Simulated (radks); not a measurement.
The numbers below are computed, except where a source is named.
The oxygen anion O2-, [Ne], held by a Watson sphere: a shell of charge +2 at radius R that stands for the Madelung well of a crystal (potential energy -2/R inside, -2/r outside, in hartree with lengths in bohr). Level of theory: scalar-relativistic Kohn-Sham, LDA (Slater exchange, Perdew-Wang correlation), spin-polarised, spherical densities, finite nucleus; Fermi nuclear charge, rms radius of each element as measured or else 0.836 A^(1/3) + 0.57 fm (a radial shooting solver on a logarithmic mesh with Libxc functionals). Response by self-consistent Sternheimer equations with the Hartree and adiabatic LDA kernel, the relativistic mass of each level held fixed and spin-orbit coupling left out. The sphere does not respond.

R (bohr)  e(1s) (eV)  e(2s) (eV)  e(2p) (eV)  <r> 2p (bohr)  sum of <r^2> (bohr^2)  X-ray form factor at sin(theta)/lambda = 0.3 1/angstrom  alpha (bohr^3)
2.14         -504.60     -21.315      -7.390          1.524                  22.72                                                    4.116           16.83
2.49         -504.35     -20.043      -6.300          1.600                  25.16                                                    4.066           23.61
2.62         -504.22     -19.643      -5.941          1.627                  26.08                                                    4.056           26.71
2.92         -503.92     -18.844      -5.199          1.687                  28.21                                                    4.044           35.31
3.65         -503.19     -17.454      -3.823          1.820                  33.71                                                    4.041           67.69
3.82         -503.04     -17.215      -3.573          1.849                  35.08                                                    4.042           78.40
